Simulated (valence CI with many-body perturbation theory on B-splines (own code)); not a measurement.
**Level structure of Bi LXVIII**

Computed by configuration interaction combined with many-body perturbation theory (CI+MBPT): six valence electrons over a frozen Dirac-Fock core [Ne], radial functions for each j: 9 s, 9 p, 8 d, 6 f, 3 g, 1 h, with the one-electron correlation potential Σ1, the two-electron term Σ2, the three-electron term Σ3, Breit, model QED; selected CI, second order for the rest, scaled by the run's own slope (own B-spline code, finite nucleus).

The last digits are not significant, and no measured levels were compared; by estimate large intervals hold to a few tenths of a per cent, small ones and those within an open d or f shell to about a per cent. Among the levels kept, up to 1200 cm⁻¹ of a level comes from second order outside the variational space, and about a tenth of that is noise between levels of different J, which matters for small intervals.

Levels 1 to 43 of 43, with energies above the lowest level, (3s^2 3p1/2^2 3p3/2^2) J=2. "Leading %" is the weight of the configuration and term that name the level; weights of strongly mixed levels are sums over their largest components and can fall short, and the name can then belong to a minority configuration. In the jj column 3d3/2^4 stands for four electrons in 3d with j = 3/2. Lifetimes count E1, E2, E3, M1 and M2 decay at the calculated energies, and are blank where another channel may lead or the interval is too uncertain; long ones can be off by a factor of two.

| No. | Configuration | Term | J | E (eV) | Leading % | Leading jj | Second component | Lifetime |
| --- | --- | --- | --- | --- | --- | --- | --- | --- |
| 1 | 3s²3p⁴ | ³P | 2 | 0.0 | 68 | 3s^2 3p1/2^2 3p3/2^2 (100 %) | 32 % 3s²3p⁴ ¹D |  |
| 2 | 3s²3p⁴ | ¹S | 0 | 23.0 | 65 | 3s^2 3p1/2^2 3p3/2^2 (99 %) | 35 % 3s²3p⁴ ³P | 55.7 ms |
| 3 | 3s²3p³3d | ³D° | 2 | 272.6 | 32 | 3s^2 3p1/2^2 3p3/2 3d3/2 (99 %) | 20 % 3s²3p³3d ³F° | 78.8 ps |
| 4 | 3s²3p³3d | ³D° | 1 | 282.9 | 34 | 3s^2 3p1/2^2 3p3/2 3d3/2 (99 %) | 27 % 3s²3p³3d ³P° | 34.9 ps |
| 5 | 3s²3p³3d | ³P° | 0 | 283.0 | 64 | 3s^2 3p1/2^2 3p3/2 3d3/2 (100 %) | 25 % 3s²3p³3d ⁵D° | 272 ms |
| 6 | 3s²3p³3d | ³F° | 3 | 283.1 | 27 | 3s^2 3p1/2^2 3p3/2 3d3/2 (99 %) | 22 % 3s²3p³3d ³G° | 281 ps |
| 7 | 3s²3p³3d | ³F° | 4 | 413.9 | 51 | 3s^2 3p1/2^2 3p3/2 3d5/2 (100 %) | 25 % 3s²3p³3d ⁵D° | 75.0 ns |
| 8 | 3s²3p³3d | ³D° | 2 | 423.0 | 34 | 3s^2 3p1/2^2 3p3/2 3d5/2 (99 %) | 22 % 3s²3p³3d ³P° | 3.40 ps |
| 9 | 3s²3p³3d | ³D° | 3 | 443.9 | 45 | 3s^2 3p1/2^2 3p3/2 3d5/2 (98 %) | 16 % 3s²3p³3d ¹F° | 1.09 ps |
| 10 | 3s²3p³3d | ³D° | 1 | 457.4 | 33 | 3s^2 3p1/2^2 3p3/2 3d5/2 (99 %) | 29 % 3s²3p³3d ³P° | 1.71 ps |
| 11 | 3s²3p²3d² | ³F | 2 | 556.9 | 40 | 3s^2 3p1/2^2 3d3/2^2 (99 %) | 22 % 3s²3p²3d² ⁵G | 25.2 ps |
| 12 | 3s²3p²3d² | ³P | 0 | 586.0 | 59 | 3s^2 3p1/2^2 3d3/2^2 (99 %) | 26 % 3s²3p²3d² ⁵D | 17.9 ps |
| 13 | 3s²3p⁴ | ³P | 1 | 609.0 | 99 | 3s^2 3p1/2 3p3/2^3 (99 %) |  | 372 ps |
| 14 | 3s²3p⁴ | ¹D | 2 | 619.7 | 67 | 3s^2 3p1/2 3p3/2^3 (99 %) | 32 % 3s²3p⁴ ³P | 379 ps |
| 15 | 3s²3p²3d² | ³F | 3 | 704.1 | 33 | 3s^2 3p1/2^2 3d3/2 3d5/2 (99 %) | 21 % 3s²3p²3d² ⁵G | 2.07 ps |
| 16 | 3s²3p²3d² | ³P | 2 | 716.9 | 23 | 3s^2 3p1/2^2 3d3/2 3d5/2 (99 %) | 9 % 3s²3p²3d² ⁵P | 1.86 ps |
| 17 | 3s²3p²3d² | ¹G | 4 | 722.2 | 25 | 3s^2 3p1/2^2 3d3/2 3d5/2 (99 %) | 21 % 3s²3p²3d² ³H | 1.73 ps |
| 18 | 3s²3p²3d² | ³P | 1 | 723.0 | 37 | 3s^2 3p1/2^2 3d3/2 3d5/2 (99 %) | 32 % 3s²3p²3d² ⁵D | 1.75 ps |
| 19 | 3s3p⁵ | ³P° | 2 | 830.3 | 86 | 3s 3p1/2^2 3p3/2^3 (86 %) | 7 % 3s²3p³3d ³P° | 459 fs |
| 20 | 3s3p⁵ | ¹P° | 1 | 852.0 | 33 | 3s 3p1/2^2 3p3/2^3 (53 %) | 20 % 3s3p⁵ ³P° | 484 fs |
| 21 | 3s²3p²3d² | ³F | 4 | 861.4 | 31 | 3s^2 3p1/2^2 3d5/2^2 (98 %) | 13 % 3s²3p²3d² ⁵D | 1.07 ps |
| 22 | 3s²3p³3d | ³F° | 2 | 870.0 | 44 | 3s^2 3p1/2 3p3/2^2 3d3/2 (98 %) | 30 % 3s²3p³3d ⁵D° | 84.5 ps |
| 23 | 3s²3p³3d | ⁵D° | 0 | 871.8 | 54 | 3s^2 3p1/2 3p3/2^2 3d3/2 (99 %) | 23 % 3s²3p³3d ¹S° | 43.0 ps |
| 24 | 3s²3p²3d² | ³P | 2 | 872.5 | 22 | 3s^2 3p1/2^2 3d5/2^2 (98 %) | 16 % 3s²3p²3d² ³F | 930 fs |
| 25 | 3s²3p³3d | ³D° | 1 | 874.4 | 37 | 3s^2 3p1/2 3p3/2^2 3d3/2 (82 %) | 29 % 3s²3p³3d ⁵D° | 886 fs |
| 26 | 3s²3p³3d | ³G° | 3 | 879.1 | 36 | 3s^2 3p1/2 3p3/2^2 3d3/2 (98 %) | 27 % 3s²3p³3d ³F° | 7.99 ps |
| 27 | 3s²3p³3d | ³G° | 4 | 887.6 | 50 | 3s^2 3p1/2 3p3/2^2 3d3/2 (99 %) | 38 % 3s²3p³3d ¹G° | 2.37 ns |
| 28 | 3s²3p²3d² | ³P | 0 | 902.8 | 62 | 3s^2 3p1/2^2 3d5/2^2 (98 %) | 21 % 3s²3p²3d² ¹S | 837 fs |
| 29 | 3s²3p³3d | ³F° | 2 | 903.9 | 66 | 3s^2 3p1/2 3p3/2^2 3d3/2 (97 %) | 18 % 3s²3p³3d ¹D° | 1.75 ps |
| 30 | 3s²3p³3d | ³D° | 3 | 919.8 | 36 | 3s^2 3p1/2 3p3/2^2 3d3/2 (98 %) | 26 % 3s²3p³3d ¹F° | 143 fs |
| 31 | 3s²3p³3d | ³D° | 2 | 929.4 | 30 | 3s^2 3p1/2 3p3/2^2 3d3/2 (89 %) | 26 % 3s²3p³3d ³P° | 95.2 fs |
| 32 | 3s²3p³3d | ³S° | 1 | 937.0 | 33 | 3s^2 3p1/2 3p3/2^2 3d3/2 (87 %) | 26 % 3s²3p³3d ³P° | 88.1 fs |
| 33 | 3s²3p³3d | ³D° | 1 | 951.4 | 36 | 3s^2 3p1/2 3p3/2^2 3d3/2 (82 %) | 27 % 3s²3p³3d ¹P° | 70.9 fs |
| 34 | 3s²3p³3d | ⁵D° | 4 | 1006.7 | 53 | 3s^2 3p1/2 3p3/2^2 3d5/2 (99 %) | 22 % 3s²3p³3d ³G° | 508 ps |
| 35 | 3s²3p³3d | ³D° | 3 | 1006.7 | 53 | 3s^2 3p1/2 3p3/2^2 3d5/2 (99 %) | 27 % 3s²3p³3d ⁵D° | 89.2 ps |
| 36 | 3s²3p³3d | ³F° | 4 | 1021.1 | 72 | 3s^2 3p1/2 3p3/2^2 3d5/2 (99 %) | 26 % 3s²3p³3d ¹G° | 1.03 ns |
| 37 | 3s²3p³3d | ³G° | 5 | 1024.4 | 100 | 3s^2 3p1/2 3p3/2^2 3d5/2 (100 %) |  | 1.18 ns |
| 38 | 3s²3p³3d | ³D° | 1 | 1026.0 | 47 | 3s^2 3p1/2 3p3/2^2 3d5/2 (98 %) | 26 % 3s²3p³3d ¹P° | 4.59 ps |
| 39 | 3s²3p³3d | ¹S° | 0 | 1028.6 | 55 | 3s^2 3p1/2 3p3/2^2 3d5/2 (98 %) | 44 % 3s²3p³3d ³P° | 5.28 ps |
| 40 | 3s²3p³3d | ³D° | 2 | 1046.3 | 45 | 3s^2 3p1/2 3p3/2^2 3d5/2 (99 %) | 38 % 3s²3p³3d ³P° | 24.9 ps |
| 41 | 3s²3p³3d | ¹F° | 3 | 1054.0 | 36 | 3s^2 3p1/2 3p3/2^2 3d5/2 (99 %) | 33 % 3s²3p³3d ³F° | 303 ps |
| 42 | 3s²3p³3d | ³D° | 2 | 1057.8 | 47 | 3s^2 3p1/2 3p3/2^2 3d5/2 (98 %) | 16 % 3s²3p³3d ¹D° | 1.07 ps |
| 43 | 3s²3p³3d | ³S° | 1 | 1061.0 | 39 | 3s^2 3p1/2 3p3/2^2 3d5/2 (96 %) | 30 % 3s²3p³3d ¹P° | 779 fs |

The ionisation energy to 3s²3p³ ²P°3/2 of the next ion comes out as 7875.7 eV (NIST: 7870 ± 40 eV (theoretical)). All 43 levels together are meant to be complete up to 1061.9 eV.
